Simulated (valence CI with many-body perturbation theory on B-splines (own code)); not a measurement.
## Pr XLV: one-electron terms

Calculated by configuration interaction combined with many-body perturbation theory (CI+MBPT): five valence electrons over a frozen Dirac-Fock core [Ne], a basis of 11 s, 11 p, 10 d, 8 f, 5 g, 2 h functions for each j, with the one-electron correlation potential Σ1, the two-electron term Σ2, the three-electron term Σ3, Breit, model QED; selected CI, second order for the rest, scaled by the run's own slope (own B-spline code, finite nucleus).

No measured spectrum was set against this ion. As an estimate, large intervals hold to a few tenths of a per cent, small ones and those within an open d or f shell to about a per cent. Among the levels kept, up to 3100 cm⁻¹ of a level comes from second order outside the variational space, and about a tenth of that is noise between levels of different J, which matters for small intervals.

These are the spectroscopic orbitals of the CI (the correlating ones are not listed), shaped by the core and the other valence electrons. h is the expectation value of the core's Dirac-Fock operator, without the valence repulsion; Σ1 is computed up to l = 3 at one energy for each symmetry, that of its lowest orbital but kept below the first core excitation, so for empty shells it is not the orbital's own correlation shift; Breit and QED include the response of the core.

```tsv
Orbital	h (hartree)	Σ1 (cm⁻¹)	Breit (cm⁻¹)	QED (cm⁻¹)	⟨r⟩ (bohr)
3s1/2	-151.88	-6694	20374	16125	0.2473
4s1/2	-82.586	-2212	7799	6358	0.4607
5s1/2	-51.785	-1006	3708	3086	0.7426
6s1/2	-35.479	-548	2069	1732	1.090
7s1/2	-25.815	-332	1271	1068	1.505
8s1/2	-19.622	-217	837	705	1.985
3p1/2	-147.67	-8598	33953	126	0.2345
4p1/2	-80.825	-2795	13101	61.9	0.4521
5p1/2	-50.898	-1278	6331	32.8	0.7374
6p1/2	-34.971	-698	3554	19.3	1.089
7p1/2	-25.498	-424	2193	12.2	1.507
8p1/2	-19.411	-278	1448	8.2	1.991
3p3/2	-142.85	-7735	19923	1699	0.2436
4p3/2	-78.858	-2588	7652	680	0.4643
5p3/2	-49.912	-1198	3944	336	0.7526
6p3/2	-34.408	-659	2218	191	1.107
7p3/2	-25.147	-402	1371	119	1.528
8p3/2	-19.178	-264	907	78.7	2.015
3d3/2	-137.61	-9498	15683	-535	0.2101
4d3/2	-76.833	-2610	5567	-178	0.4370
5d3/2	-48.917	-1158	2641	-82.9	0.7298
6d3/2	-33.845	-627	1470	-45.6	1.089
7d3/2	-24.797	-380	904	-27.9	1.515
3d5/2	-136.49	-8743	7485	86.9	0.2129
4d5/2	-76.352	-2396	2635	69.2	0.4404
5d5/2	-48.67	-1064	1277	40.7	0.7340
6d5/2	-33.702	-576	713	24.9	1.094
7d5/2	-24.707	-350	439	16.2	1.520
4f5/2	-75.242	-2193	513	-77.7	0.3865
5f5/2	-48.112	-1069	350	-41.7	0.6839
6f5/2	-33.384	-603	220	-24.6	1.047
7f5/2	-24.509	-374	147	-15.7	1.477
4f7/2	-75.038	-2116	134	29.6	0.3882
5f7/2	-48.007	-1027	90.9	12.8	0.6858
6f7/2	-33.323	-579	55.3	6.9	1.049
7f7/2	-24.471	-359	36.8	4.1	1.479
5g7/2	-47.861		10.4	-17.2	0.6058
6g7/2	-33.242		10.3	-10.2	0.9704
7g7/2	-24.42		8.2	-6.5	1.402
5g9/2	-47.801		1.6	12.9	0.6070
6g9/2	-33.207		1.6	7.3	0.9717
7g9/2	-24.398		1.2	4.6	1.403
6h9/2	-33.18				0.8641
6h11/2	-33.157				0.8651
```

Among the shells of the start configuration 3s2 3p3, Σ1 is largest in size for 3p1/2, where it is 0.027 % of h.

Lowest root of each symmetry, sizes in configuration state functions:

```
   J  Parity  Roots  Reference  Variational  Second order  Change by selected CI (cm⁻¹)  Change by second order (cm⁻¹)
 1/2    even     14         84        31998        628253                        -15597                           -489
 3/2    even     19        135        32000       1261689                        -18231                           -752
 5/2    even     17        147        31994       1655247                        -17025                          -1076
 7/2    even     11        118        31993       1687853                        -18240                          -1674
 9/2    even      5         80        31999       1429989                        -19365                           -945
11/2    even      1         37        31982        393688                        -15271                           -582
13/2    even      1         15        31992        279936                        -18703                           -417
 1/2     odd     21         88        31998        677269                        -16631                           -582
 3/2     odd     32        145        31997       1354382                        -15045                          -1098
 5/2     odd     29        153        31985       1604881                        -15289                          -1630
 7/2     odd     22        129        31998       1713304                        -14516                          -2179
 9/2     odd     12         83        31981       1634474                        -15197                          -1353
11/2     odd      4         43        31975       1289989                        -18282                          -1019
```
